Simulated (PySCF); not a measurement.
Sr₂Te: fields on a plane

Level of theory: PySCF, PBE0, basis Te def2-SVP with ECP28, Sr def2-SVP with ECP28 (scalar-relativistic core potentials, no spin–orbit coupling, density fitting).

The singlet minimum has Sr–Sr 3.679 Å, Te–Sr 3.017 Å (×2); Sr–Sr–Te 52.4° (×2), Sr–Te–Sr 75.1°.

The plane holds Te1 at (0.00, 0.00), Sr2 at (3.02, 0.00), Sr3 at (0.77, 2.92) Å. Columns run from x = -1.95 to 5.25 Å, rows from y = 5.25 (top) to -1.95 Å, in steps of 0.3 Å. Other isomers or separated fragments may lie lower. Core electrons replaced by a potential are absent, the electrostatic potential uses the reduced nuclear charge, and values within about 0.7 Å of such atoms have no physical meaning.

Give the highest occupied orbital (Å^-3/2) at -3.72 eV (cut at ±0.3; overall sign arbitrary). Lower edges of the bins (Å^-3/2): '_' -0.242, '.' -0.196, ':' -0.150, '-' -0.103, '=' -0.057, '+' -0.011, '*' 0.035, '#' 0.081, '%' 0.128, '@' 0.174; top 0.22, each point printed twice.


```
++++++++++**********++************++++++++++++++++
++++++********************************++++++++++++
++++**************++++******************++++++++++
++**************++++++++******************++++++++
++********##****++====++******##************++++++
********######**==::::--++**########**********++++
******########**--____::++############**********++
******########**==--::::++##%%%%########********++
********######**++======**%%%%%%%%######**********
++************++------++##%%%%%%%%%%######********
++++********++==--::--++##%%%%%%%%%%%%######******
++++++++++++====----==++##%%%%%%%%%%%%%%####******
++++++++++====------==++**##%%%%%%%%%%%%####******
++++++++++==----::--==++****##%%%%%%%%%%####******
++++++++++==--::::::--==++****##############******
++******++==--::....::--==++++++**++++++**********
**********++++**--....::--====--==--::--==++******
******##**==++@@**::..::------::====__..--++++****
****######==::**++::::----------====__..--++++****
****####%%**======------======++++==----==++++****
****####%%####**++========++++**##**++++++********
******########**++++++++++++**########************
++********##******++++++++****##########********++
++++************++++++++++****##########********++
++++++++******++++++++++++********************++++
```

Give the lowest empty orbital (Å^-3/2) at -2.02 eV (cut at ±0.3; overall sign arbitrary). Lower edges of the bins (Å^-3/2): '0' -0.205, '1' -0.163, '2' -0.122, '3' -0.080, '4' -0.039, '5' 0.003, '6' 0.044, '7' 0.086, '8' 0.127, '9' 0.169; top 0.21.


```
3333322222223333344444444
3333222222222333344444444
3332222222222333334444444
3332222222223333334444444
3332222234433333334444444
3332222356654333344444445
3332223589975433344444455
3333334786885433444445555
4433345765565434444455555
4444445665444444445555555
4444445554333444455555555
4445555554434444555555555
5555555554444455555666666
5556666655444555555666666
5566777665545555555566666
5567777655445556543456666
5667764454444555421256666
5667631453344555440146777
5566645853334443440146777
5555545632234443211357777
5555433222234444334577777
5544432222334455556777777
4444433333344556667777777
4444443333444556677777776
4444444444445556667777766
```
